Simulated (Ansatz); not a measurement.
One change: `BCCI` becomes `BCC[SiH2]C`.

Ansatz, PBE0-D4/def2-TZVP geometries, multiplicity 1. Each molecule was computed in one conformer, which needn't be the lowest.

Elements past krypton have def2 core potentials.

```csv
property,`BCCI`
HOMO energy (PBE0/def2-TZVPP) / eV,-7.22
size of the dipole moment (PBE/def2-TZVPP) / D,1.49
LUMO energy (PBE0/def2-TZVPP) / eV,-1.71
size of the dipole moment (ωB97M-V/def2-TZVPP) / D,1.55
HOMO–LUMO gap (B3LYP/def2-TZVPP) / eV,5.03
HOMO energy (ωB97M-V/def2-TZVPP) / eV,-9.40
```

What does the change do to each property? (Best estimate.)

Computed: 
```tsv
property	`BCC[SiH2]C`	shift
HOMO energy (PBE0/def2-TZVPP) / eV	-7.98	-0.76
size of the dipole moment (PBE/def2-TZVPP) / D	0.73	-0.76
LUMO energy (PBE0/def2-TZVPP) / eV	-1.35	0.36
size of the dipole moment (ωB97M-V/def2-TZVPP) / D	0.68	-0.87
HOMO–LUMO gap (B3LYP/def2-TZVPP) / eV	6.19	1.16
HOMO energy (ωB97M-V/def2-TZVPP) / eV	-10.22	-0.82
```

With PBE0 the HOMO falls by 0.76 eV and the LUMO rises by 0.36 eV, so the gap widens by about 1.12 eV. PBE moves the HOMO by -0.64 eV and ωB97M-V by -0.82 eV. Dipoles are sizes alone; their direction can turn.

B3LYP here is the variant with VWN-RPA as its local correlation; programs differ in this.

Spin–orbit coupling is left out; it splits and shifts lone-pair levels of the heavy atoms by tenths of an eV.
